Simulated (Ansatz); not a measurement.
Geometry optimisation of Ge(OEt)H3 (C2H8GeO).

```yaml
crystal:
  periodic: [false, false, false]
  atoms:
    - {symbol: C, position_ang: [-0.621500, 0.053840, 0.429040]}
    - {symbol: C, position_ang: [-0.336000, 0.047520, 1.922150]}
    - {symbol: Ge, position_ang: [0.830180, -0.085140, -1.991910]}
    - {symbol: O, position_ang: [0.607610, -0.020830, -0.266350]}
    - {symbol: H, position_ang: [-1.156320, 0.972020, 0.153740]}
    - {symbol: H, position_ang: [-1.260140, -0.799250, 0.165870]}
    - {symbol: H, position_ang: [-1.265720, 0.124710, 2.479210]}
    - {symbol: H, position_ang: [0.172770, -0.872500, 2.197600]}
    - {symbol: H, position_ang: [0.306440, 0.886150, 2.177200]}
    - {symbol: H, position_ang: [2.313080, -0.143150, -2.062670]}
    - {symbol: H, position_ang: [0.251140, 1.142610, -2.642540]}
    - {symbol: H, position_ang: [0.158450, -1.305990, -2.561340]}
basis:
  gaussian: {orbitals: def2-SVP}
hamiltonian: {xc: pbe, dispersion: d4}
scf: {lower_state_search: "off"}
output: {orbitals: {seedname: orbitals}}
relax: {f_tol: 0.02, max_steps: 100}
```

```sh
$ ansatz run in.yaml --threads 2 --pin off --events-out ev --progress --plain --max-ram 4352MiB
```

Shortened log:

```
Functional definition: PBE
  name "PBE"
  cite "Perdew, Burke & Ernzerhof, Phys. Rev. Lett. 77, 3865 (1996) doi:10.1103/PhysRevLett.77.3865"
  parent pbe
  parameter kappa = 0.804
  parameter beta = 0.06672455060314922
  exchange = pbe_x(kappa = kappa, mu = beta*pi^2/3)
  correlation = pbe_c(beta = beta)
these checks for a lower state are left out or cut short: stability, starts, cluster_reference, orbital_swaps, neighbouring_geometries, increment
mean field -60745.23292350 eV, -2232.3461353410 hartree, gradient 5.1e-6 eV, S^2 0.000000; 0 other end points of the search recorded, 0 dependent functions left out
the calculation of the forces begins
relax step   1: F+E_penalty+E_count = -60745.43263565 eV  Δ(F+E_penalty+E_count) = +0.000e0 eV  max|allowed force component| = 1.643e0 eV/Å  Δτ_max = 0.0000 Å  (17 SCF iters, accepted)
these checks for a lower state are left out or cut short: stability, starts, cluster_reference, orbital_swaps, neighbouring_geometries, increment
mean field -60745.39451741 eV, -2232.3520738076 hartree, gradient 1.1e-6 eV, S^2 0.000000; 0 other end points of the search recorded, 0 dependent functions left out
the calculation of the forces begins
relax step   2: F+E_penalty+E_count = -60745.59274421 eV  Δ(F+E_penalty+E_count) = -1.601e-1 eV  max|allowed force component| = 7.728e-1 eV/Å  Δτ_max = 0.1022 Å  (21 SCF iters, accepted)
these checks for a lower state are left out or cut short: stability, starts, cluster_reference, orbital_swaps, neighbouring_geometries, increment
mean field -60745.42055695 eV, -2232.3530307429 hartree, gradient 1.2e-6 eV, S^2 0.000000; 0 other end points of the search recorded, 0 dependent functions left out
the calculation of the forces begins
relax step   3: F+E_penalty+E_count = -60745.61863793 eV  Δ(F+E_penalty+E_count) = -2.589e-2 eV  max|allowed force component| = 2.211e-1 eV/Å  Δτ_max = 0.0500 Å  (20 SCF iters, accepted)
these checks for a lower state are left out or cut short: stability, starts, cluster_reference, orbital_swaps, neighbouring_geometries, increment
mean field -60745.42323020 eV, -2232.3531289830 hartree, gradient 1.1e-6 eV, S^2 0.000000; 0 other end points of the search recorded, 0 dependent functions left out
the calculation of the forces begins
relax step   4: F+E_penalty+E_count = -60745.62209371 eV  Δ(F+E_penalty+E_count) = -3.456e-3 eV  max|allowed force component| = 1.690e-1 eV/Å  Δτ_max = 0.1184 Å  (20 SCF iters, accepted)
these checks for a lower state are left out or cut short: stability, starts, cluster_reference, orbital_swaps, neighbouring_geometries, increment
mean field -60745.40359410 eV, -2232.3524073699 hartree, gradient 1.1e-6 eV, S^2 0.000000; 0 other end points of the search recorded, 0 dependent functions left out
the calculation of the forces begins
relax step   5: F+E_penalty+E_count = -60745.60508699 eV  Δ(F+E_penalty+E_count) = +1.701e-2 eV  max|allowed force component| = 7.792e-1 eV/Å  Δτ_max = 0.0925 Å  (20 SCF iters, rejected (line search))
these checks for a lower state are left out or cut short: stability, starts, cluster_reference, orbital_swaps, neighbouring_geometries, increment
mean field -60745.42859207 eV, -2232.3533260283 hartree, gradient 1.1e-6 eV, S^2 0.000000; 0 other end points of the search recorded, 0 dependent functions left out
the calculation of the forces begins
relax step   6: F+E_penalty+E_count = -60745.62803048 eV  Δ(F+E_penalty+E_count) = -5.937e-3 eV  max|allowed force component| = 5.563e-2 eV/Å  Δτ_max = 0.0450 Å  (21 SCF iters, accepted)
these checks for a lower state are left out or cut short: stability, starts, cluster_reference, orbital_swaps, neighbouring_geometries, increment
mean field -60745.42914900 eV, -2232.3533464951 hartree, gradient 1.1e-6 eV, S^2 0.000000; 0 other end points of the search recorded, 0 dependent functions left out
the calculation of the forces begins
relax step   7: F+E_penalty+E_count = -60745.62860548 eV  Δ(F+E_penalty+E_count) = -5.750e-4 eV  max|allowed force component| = 1.248e-2 eV/Å  Δτ_max = 0.0139 Å  (22 SCF iters, accepted)
Total energy: -60745.62864413 eV, -2232.3606778058 hartree
Atom 0 at    -0.545842     0.044700     0.422081 Å, force    -0.002743    -0.000354    -0.007778 eV/Å
Atom 1 at    -0.376287     0.053204     1.932511 Å, force     0.001300     0.000328     0.012485 eV/Å
Atom 2 at     0.833307    -0.083990    -1.983332 Å, force     0.005022    -0.000360    -0.002134 eV/Å
Atom 3 at     0.738050    -0.034023    -0.182608 Å, force    -0.005617     0.000420    -0.000487 eV/Å
Atom 4 at    -1.087645     0.968363     0.096063 Å, force     0.000617    -0.000794    -0.000925 eV/Å
Atom 5 at    -1.187906    -0.820291     0.117782 Å, force     0.000107    -0.000147    -0.000206 eV/Å
Atom 6 at    -1.360195     0.116579     2.440079 Å, force     0.000607    -0.000072    -0.000382 eV/Å
Atom 7 at     0.135324    -0.870453     2.269777 Å, force     0.000576    -0.000023    -0.000381 eV/Å
Atom 8 at     0.239190     0.919462     2.247829 Å, force     0.000178     0.000556    -0.000676 eV/Å
Atom 9 at     2.346721    -0.162468    -2.281081 Å, force     0.000565    -0.000315    -0.001431 eV/Å
Atom 10 at     0.192362     1.207115    -2.572655 Å, force    -0.000018    -0.000187     0.001473 eV/Å
Atom 11 at     0.072912    -1.338209    -2.506444 Å, force    -0.000593     0.000949     0.000441 eV/Å
Dipole moment:    -0.176665     0.005532    -0.118655 e Å
Checks for a lower state left out: stability, starts, cluster_reference, orbital_swaps, neighbouring_geometries, increment
```

It took 13 s on 2 threads of Arm Neoverse V1 on a shared host.

Another isomer (singlet) lies 0.24 eV lower at PBE0-D4/def2-TZVP; other spin states weren't run for this one.
